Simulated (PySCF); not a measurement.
## Ionisation energy of Rh⁴²⁺ by level of theory

Rh⁴²⁺ [He] 2s1 (2S) → Rh⁴³⁺ 1s2 (1S), as a difference of total energies. Computed with PySCF 2.14 in an even-tempered Gaussian basis (19 s from 18 bohr⁻², ratio 2.2; 8 p from 28 bohr⁻², ratio 2.4; 5 d from 83 bohr⁻², ratio 2.4; 5 f from 120 bohr⁻², ratio 2.4; 4 g from 190 bohr⁻², ratio 2.4), with scalar relativity by spin-free X2C-1e. Correlated levels: nothing frozen; virtual orbitals above 40 to 60 times the deepest correlated orbital energy dropped. The calculations carry no spin-orbit coupling.

```
                 method  ionisation energy (eV)  difference from reference (eV)
                    UHF                  6627.9                            +4.6
                    LDA                  6621.9                            -1.4
                    PBE                  6631.9                            +8.6
                   PBE0                  6631.0                            +7.7
                 r2SCAN                  6625.5                            +2.2
                   BLYP                  6632.2                            +8.9
              BHandHLYP                  6630.7                            +7.4
    MP2 (all electrons)                  6628.1                            +4.8
SCS-MP2 (all electrons)                  6628.1                            +4.8
```

Reference: 6623.3 eV (theoretical estimate listed by NIST; NIST Atomic Spectra Database, ionization energies).

For this ion Breit and QED terms and the two-electron picture change, all absent here, outweigh the differences among the correlated methods.
